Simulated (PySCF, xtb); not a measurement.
Si(F)2(Cl)(Et) (C₂H₅ClF₂Si), SMILES CC[Si](F)(F)Cl.

GFN2-xTB run with xtb at its own geometry gives an orbital gap of 7.06 eV and a dipole moment of 2.53 D.

Geometry optimised at r2SCAN-D4/def2-SVP. The values are those of a single conformer.

Question: What does PySCF with PBE/def2-TZVP give? (The exact figures need the calculation; the answer reports its results.)

Answer: gap 7.69 eV (levels -7.93 and -0.23 eV), dipole 2.46 D.
